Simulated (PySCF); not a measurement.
CH₄I₂OSi, SMILES CO[SiH](I)I. The structure is a stationary point at PBE-D3(BJ)/def2-SVP. The def2 effective core potentials stand for the cores of I; spin–orbit coupling is left out. Other conformers were not sampled.

Computed equilibrium geometry at PBE-D3(BJ)/def2-SVP (PySCF confirms it by a frequency run) as a Z-matrix (one conformer of several):
```
O
C 1 1.4220
H 2 1.1077 1 107.85
H 2 1.1126 3 108.63 1 120.94
H 2 1.1129 3 108.52 4 117.77
Si 1 1.6623 2 125.25 3 177.88
H 6 1.4991 1 112.50 2 65.97
I 6 2.4442 7 109.04 1 -117.57
I 6 2.4724 7 106.98 1 121.36
```
